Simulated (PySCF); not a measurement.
Several compounds and their computed core spectra got separated.

The calculation used PySCF 2.14.0, delta-SCF UKS SCAN, pcX-2 on the ionised atom, pcseg-1 elsewhere, spin-free X2C. Geometries: PBE0-D3(BJ)/def2-SVP; isolated species, one conformer each.

Line lists (1s up to Mg, 2p3/2 beyond; areas count atoms within a level, one atom standing for each set equivalent by bonding):
1. C 1s: 291.06 (area 1), 291.94 (area 1), 293.49 (area 1) eV; N 1s: 405.82 eV; O 1s: 536.71 eV
2. C 1s: 290.58 (area 1), 290.60 (area 1), 290.71 (area 1), 291.21 (area 1), 292.14 (area 1), 294.41 (area 1) eV; O 1s: 537.47 (area 1), 539.16 (area 1) eV
3. C 1s: 290.07 (area 1), 290.54 (area 1), 292.00 (area 1) eV; F 1s: 692.00 eV; Si 2p3/2: 106.50 eV

Structures:
A. `CCCCOC(C)=O`
B. `F[C@@H]1[Si@@H](C1)C`
C. `CNC(C)=O`

**Question.** Which list belongs to which compound?

**Answer.** 
- 1 = C: no other candidate has this set of levels. C 1s: 291.06 methyl carbon next to a carbonyl, 291.94 N-methyl carbon, 293.49 amide carbonyl carbon; N 1s: 405.82 amide nitrogen; O 1s: 536.71 amide oxygen.
- 2 = A: no other candidate has this set of levels. C 1s: 290.58 chain CH2 carbon, 290.60 methyl carbon, 290.71 chain CH2 carbon, 291.21 methyl carbon next to a carbonyl, 292.14 sp3 carbon bound to oxygen, 294.41 ester carbonyl carbon; O 1s: 537.47 ester carbonyl oxygen, 539.16 ester single-bonded oxygen.
- 3 = B: no other candidate has this set of levels. C 1s: 290.07 sp3 carbon bound to silicon, 290.54 Si-methyl carbon, 292.00 sp3 C–F carbon; F 1s: 692.00 alkyl fluorine; Si 2p3/2: 106.50 SiH silicon.

Spin–orbit and ligand-field terms were added within each 2p shell after the spin-free SCF.
